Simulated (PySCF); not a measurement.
B3LYP has the VWN-RPA correlation part, as in Gaussian. 

Cartesian coordinates (Å):
```xyz
5

Nb     0.0030     0.0248    -0.0156
O     -0.1675    -1.4120     0.8844
F      1.2737    -0.2994    -1.3506
F      0.5746     1.3593     1.1653
F     -1.6718     0.4282    -0.7468
```
Charge 0, spin multiplicity 1.

Task: What is the computed LUMO, total energy and dipole moment (B3LYP-D3(BJ)/def2-TZVP // PBE-D3(BJ)/def2-SVP in PySCF 2.14.0)?

Result: 
The LUMO is -2.80 eV and the total energy comes out as -11760.96 eV. The dipole moment is 1.33 D.
